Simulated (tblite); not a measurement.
Compound: C₂H₈NSi₂ (doublet state).
Structure used (GFN2-xTB), in Å, numbered top down from 1:
```xyz
13
C2H8NSi2 angstrom
N     -1.8908   -1.2983   -0.9435
C     -2.1118   -0.1266   -0.7559
Si    -0.7840    1.0914    0.0092
C      0.7175    0.0915    0.5615
Si     1.6278   -0.8590   -0.8246
H     -3.0423    0.4041   -0.9773
H     -0.4990    2.0542   -1.0595
H     -1.4935    1.7531    1.1137
H      1.4234    0.7588    1.0574
H      0.3996   -0.6318    1.3130
H      2.7544   -1.5729   -0.2112
H      0.7279   -1.7871   -1.4917
H      2.1665    0.1231   -1.7737
```

All values are computed: GFN2-xTB (tblite) harmonic vibrations without scaling, gas phase. Against measured fundamentals such values can be off by several per cent, at times by over 20. Modes of hydrogen on silicon can be 10 to 20 % off. One conformer, not necessarily the lowest. Open shells enter through the occupations alone, without spin polarisation, and single modes of such species can be off by tens of per cent.

Harmonic wavenumbers (cm⁻¹): 48.4, 78.4, 101.1, 126.8, 184.8, 320.8, 415.4, 487.5, 518.4, 526.2, 559.2, 623.8, 698.1, 714.1, 726.5, 765.6, 778.6, 784.1, 800.1, 830.0, 1017.5, 1060.2, 1130.1, 1441.2, 1865.2, 2203.1, 2220.8, 2229.0, 2239.6, 2346.6, 2796.4, 2970.8, 2980.4.

A = 4231, B = 2009, C = 1501 MHz; mass 102.020 u (most abundant isotopes); point group C1, symmetry number 1; spin multiplicity 2.

Problem. Zero-point energy?

Solution. ½Σν̃ = 18294 cm⁻¹ = 218.85 kJ/mol.

Problem. Entropy at 200 K, 1 bar (ideal gas, RRHO, classical rotation)?

Solution. Translation 158.24, rotation 110.60, vibration 68.38, spin (R ln 2) 5.76: S = 343.0 J/(mol K).

Problem. And Cp and H(200 K) − H(0)?

Solution. Cp = 104.75 J/(mol K), of which vibrations give 71.49 (their classical limit is 33 R = 274.4); H(200 K) − H(0) = 13.93 kJ/mol without the zero-point energy, 7.28 from vibrations.

Problem. Blend soft modes into free rotors: weight 1/[1 + (100 cm⁻¹/ν̃)⁴] for the oscillator and the rest for a rotor with moment μB/(μ + B), μ = h/(8π²ν), B = 10⁻⁴⁴ kg m². What vibrational entropy results?

Solution. 63.06 J/(mol K) in place of 68.38, which changes −T·S at 200 K by +1.06 kJ/mol.

Problem. Which modes carry the vibrational entropy at 200 K?

Solution. 48.4 cm⁻¹: 17.13; 78.4 cm⁻¹: 13.19; 101.1 cm⁻¹: 11.14; 126.8 cm⁻¹: 9.36; 184.8 cm⁻¹: 6.53; 320.8 cm⁻¹: 2.99 J/(mol K); the other 27 give 8.03 together.

Hindered rotation and anharmonicity are outside this model. Other conformers, if any are populated, would add a mixing term that is left out. The structure is chiral; the term R ln 2 for an equal mix with its mirror image is left out.
